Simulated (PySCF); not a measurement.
C4H4ClF, SMILES C1C(=C[C@@H]1F)Cl.

The structure is a stationary point at TPSSh-D3(BJ)/def2-SVP. The structure was generated by enumeration; whether it is a known compound was not checked.

Two levels are set side by side: PBE/def2-TZVP (PySCF) and B3LYP/def2-TZVP (PySCF). Same geometry, gas phase. Differences are taken from unrounded values.

```tsv
quantity	B3LYP	PBE	PBE minus B3LYP
orbital gap (eV)	6.65	4.96	-1.70
highest occupied level (eV)	-7.38	-6.45	0.93
lowest empty level (eV)	-0.73	-1.49	-0.76
dipole moment (D)	1.25	1.16	-0.09
mean polarisability (bohr³)	58.2	59.7	1.5
```

Without exact exchange PBE keeps part of each electron's self-repulsion, which lifts occupied levels and narrows the gap. Differences between two approximate levels are no errors against the true value.

Rough cost on one machine, each run with all the roots and properties that it gave: B3LYP against PBE within a factor of 2.
